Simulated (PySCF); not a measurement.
B3LYP has the VWN-RPA correlation part, as in Gaussian. Excitations are Tamm–Dancoff values on a coarser integration grid. The basis has no diffuse functions, so Rydberg states are missing or too high.

Z-matrix (Å, degrees):
```
Ge
F 1 1.7356
F 1 1.7356 2 105.02
H 1 1.5280 2 107.83 3 114.80
H 1 1.5280 4 119.58 3 123.54
```
Charge 0, multiplicity 1.

Q: What S1 excitation (TDA), T1 excitation (TDA), total energy, S1–T1 gap (TDA) and LUMO does B3LYP-D3(BJ)/def2-TZVP in PySCF 2.14.0 give?

A: 
```json
{
  "S1 excitation (TDA)": "8.21 eV",
  "T1 excitation (TDA)": "7.60 eV",
  "total_energy": "-61990.39 eV",
  "S1–T1 gap (TDA)": "0.61 eV",
  "LUMO": "-0.35 eV"
}
```
